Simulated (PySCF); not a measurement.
# C₆ coefficients of unlike pairs at PBE

Calculated with PySCF 2.14 from the dipole response of each species, C₆(A,B) = (3/π) ∫ α_A(iu) α_B(iu) du, in atomic units, from isotropic polarisabilities. For ions this is the dispersion term alone; charge-induced terms of lower order in 1/R come first.

```tsv
species	configuration	basis	relativity	α (bohr³)	C₆ (like pair)
Nb(3+)	[Kr] 4d2 (3F)	aug-cc-pVTZ-DK (9s8p6d3f2g)	spin-free X2C	6.023	25.78
Ru(2+)	[Kr] 4d6 (5D)	aug-cc-pwCVTZ-PP with ECP28MDF (8s8p7d4f3g)	core potential	8.605	46.22
P	[Ne] 3s2 3p3 (4S)	dyall-av3z (19s12p3d2f)	none	27.36	204.7
Pb(2+)	[Xe] 4f14 5d10 6s2 (1S)	def2-QZVPPD with the def2 core potential (60 electrons) (8s6p5d4f1g)	core potential	13.33	92.60
```

Estimate C₆ for P with Ru(2+).

The integral gives 88.78. The combination rule 2 C_A C_B / (C_A α_B/α_A + C_B α_A/α_B) gives 89.52 and the geometric mean 97.26.

No spin-orbit coupling is included.

The other pairs:

```csv
pair,C₆
"P, Nb(3+)",64.77
"Pb(2+), P",129.0
"Pb(2+), Ru(2+)",65.25
"Pb(2+), Nb(3+)",48.51
"Ru(2+), Nb(3+)",34.47
```
